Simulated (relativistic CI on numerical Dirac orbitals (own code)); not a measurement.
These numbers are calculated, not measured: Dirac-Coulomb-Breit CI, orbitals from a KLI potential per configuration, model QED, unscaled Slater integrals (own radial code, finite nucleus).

The strongest absorption lines from the ground level of an ion, among the configurations computed and to levels below about 558 eV (vacuum wavelength in Å, gf): 41.072 (0.17), 41.185 (0.067), 44.086 (0.32), 44.965 (1.6), 45.544 (0.53), 46.101 (0.66), 46.880 (0.42), 49.993 (0.63).

Which ion is it?
A. La³³⁺
B. La³¹⁺
C. Nd³⁶⁺
D. Sb²⁷⁺

A. La³³⁺ has 24 electrons and the ground level 3s2 3p6 3d6 5D_4; the strongest line goes to 3s2 3p5 3d7 5P°_3. The pattern of lines fixes the number of electrons, and along that sequence the line energies rise steadily with the charge (about as its square where n changes within one kind of shell, about linearly where n is kept but much faster in heavy ions where fine structure, which grows about as Z⁴, sets the gap, and irregularly where shells cross), which fixes Z. Configurations outside the model, such as inner-shell arrays, can give stronger lines. At this charge energies of transitions that change n are usually good to better than 1 %, and those within a shell (Δn = 0) to a few per cent. Terms inside the open d or f shell come out 10 to 20 % too wide with unscaled integrals.

LS names give the leading component of a level, which can be under half, so a name can repeat, a term be missing and a line seem to break the LS rules.
